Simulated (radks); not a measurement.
The numbers below are computed, except where a source is named.
Ionisation of the rhodium ion Rh2+, [Kr] 4d7, to [Kr] 4d6 as the strength of local exchange is varied. Code: a radial shooting solver on a logarithmic mesh with Libxc functionals. Model: Dirac Kohn-Sham, Slater X-alpha exchange (alpha = 2/3 is LDA exchange), no correlation, spin-unpolarised, spherical densities, finite nucleus; open shells fill j = l - 1/2 first; Fermi nuclear charge, rms radius 4.4945 fm.

| alpha | E(Rh2+) (hartree) | exchange (hartree) | IE (eV) | -e of the level emptied (eV) | <r> of it (bohr) |
|---|---|---|---|---|---|
| 0.559 | -4754.35907 | -107.95822 | 28.912 | 22.422 (4d5/2) | 1.503 |
| 0.572 | -4756.87038 | -110.52616 | 29.151 | 22.638 (4d5/2) | 1.498 |
| 0.648 | -4771.57791 | -125.59064 | 30.574 | 23.932 (4d5/2) | 1.472 |
| 0.667 | -4775.26174 | -129.37061 | 30.936 | 24.263 (4d5/2) | 1.465 |
| 0.767 | -4794.69609 | -149.35634 | 32.891 | 26.052 (4d5/2) | 1.433 |
| 0.872 | -4815.18487 | -170.50599 | 35.025 | 28.018 (4d5/2) | 1.401 |
| 0.936 | -4827.71479 | -183.47978 | 36.367 | 29.259 (4d5/2) | 1.383 |
| 1.011 | -4842.43826 | -198.76289 | 37.978 | 30.756 (4d5/2) | 1.362 |

NIST Atomic Spectra Database: 31.060 eV (semi-empirical). The Delta-SCF value meets it near alpha = 0.67. Spin polarisation and multiplet splitting are left out, so open shells lie too high by an amount that depends on their filling.

Beside tabulated values, note that spin-unpolarised runs miss the spin-polarisation part of the exchange energy of open shells.
